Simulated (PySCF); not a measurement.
## Fractional electron number in Zr²⁺ (zirconium, charge +2)

The 4d alpha orbital of [Kr] 4d2 is emptied in steps (occupation f), with all orbitals relaxed, ending at [Kr] 4d1. Calculation: PySCF 2.14, in def2-TZVP with the def2 core potential (28 electrons); scalar relativity through the core potential. The exact energy is a straight line in f; departures are measured from the line between the end points of the same method.

```csv
f,UHF (eV),LDA (eV),PBE (eV)
1,0.000,0.000,0.000
0.9,0.049,-0.470,-0.463
0.7,0.113,-1.102,-1.087
0.5,0.132,-1.319,-1.299
0.3,0.109,-1.113,-1.095
0.1,0.046,-0.478,-0.470
0,0.000,0.000,0.000
```

```csv
method,E(f=0) − E(f=1) (eV),−ε at f=1 (eV),−ε at f=0.5 (eV)
UHF,22.386,22.940,22.374
LDA,23.338,18.139,23.307
PBE,23.349,18.217,23.325
```

Orbital energy along the path (eV):

```tsv
f	UHF	LDA	PBE
1	-22.940	-18.139	-18.217
0.9	-22.820	-19.149	-19.218
0.7	-22.591	-21.207	-21.255
0.5	-22.374	-23.307	-23.325
0.3	-22.169	-25.438	-25.420
0.1	-21.974	-27.585	-27.525
0	-21.880	-28.655	-28.571
```

Reference removal energy between the ground levels: 23.170 eV (semi-empirical (NIST evaluation); NIST Atomic Spectra Database, ionization energies). The calculation has no spin-orbit coupling. UHF lacks correlation.
